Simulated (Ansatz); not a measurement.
Ansatz (a program for electronic structure) input:

Ansatz 0.2 input:
```yaml
crystal:
  periodic: [false, false, false]
  atoms:
    - {symbol: Se, position_ang: [1.17262568, 0.40922539, 0.48775405]}
    - {symbol: Se, position_ang: [-0.66558231, -0.15182904, -0.68988109]}
    - {symbol: C, position_ang: [-1.84608856, -0.92752492, 0.68649734]}
    - {symbol: H, position_ang: [-2.76673434, -1.22610297, 0.18695246]}
    - {symbol: H, position_ang: [-2.04565369, -0.17185354, 1.44061804]}
    - {symbol: H, position_ang: [-1.35055516, -1.78836990, 1.12576501]}
basis:
  gaussian:
    orbitals: def2-TZVPD
hamiltonian:
  xc: {name: PBE0}
total_charge: -1
```

Question: Predict the final energy.

Answer: -4842.48720 Eh (PBE0/def2-TZVPD). The basis has 178 functions.

This state (charge -1, singlet) is run at the relaxed geometry of the species with charge 0 and multiplicity 2.
